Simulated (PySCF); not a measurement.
Al (SMILES [Al-]), charge -1, triplet (in this run its highest filled SCF level lies above zero, so its values depend strongly on the basis, on diffuse functions most of all). Base run: HF/STO-3G in PySCF.

Here is a job for PySCF.
```python
from pyscf import gto, scf

mol = gto.Mole()
mol.atom = '''
    Al    0.00000000    0.00000000    0.00000000
'''
mol.basis = 'sto-3g'
mol.charge = -1
mol.spin = 2
mol.verbose = 5
mol.build()

mf = scf.UHF(mol)
mf.kernel()
```

The base run was repeated with changes; each row names its change, and settings that it needs were set with it.

| change | basis functions | E (Eh) | HOMO (eV) |
|---|---|---|---|
| base | 9 | -238.45315 | 10.98 |
| basis = x2c-TZVPall; relativity = spin-free X2C; nucleus = Gaussian (with mol.nucmod = 'G') | 37 | -242.29923 | -0.12 |
| basis = x2c-TZVPall; relativity = none | 37 | -241.80665 | -0.13 |
| basis = cc-pVTZ-DK; relativity = none | 34 | -241.77721 | -0.14 |
| basis = jorge-DZP-DKH; relativity = spin-free X2C; nucleus = Gaussian (with mol.nucmod = 'G') | 24 | -242.29387 | -0.05 |
| basis = jorge-DZP-DKH; relativity = none | 24 | -241.80415 | -0.06 |
| basis = cc-pVTZ-DK; relativity = spin-free X2C; nucleus = Gaussian (with mol.nucmod = 'G') | 34 | -242.30386 | -0.13 |
| basis = jorge-DZP-DKH; relativity = spin-free X2C | 24 | -242.29400 | -0.05 |
| basis = x2c-TZVPall; relativity = spin-free X2C | 37 | -242.29936 | -0.12 |
| basis = cc-pVTZ-DK; relativity = spin-free X2C | 34 | -242.30399 | -0.13 |

Absolute energies of different levels of theory aren't comparable as measures of quality.

Open shells are given as the SCF converged; they aren't shown to be the lowest states, and a large step between rows can be another state.

Basis sets contracted for a relativistic Hamiltonian are a mismatch without it, so the rows without relativity aren't non-relativistic limits. No row has spin-orbit coupling; sets with core potentials leave out the core electrons.
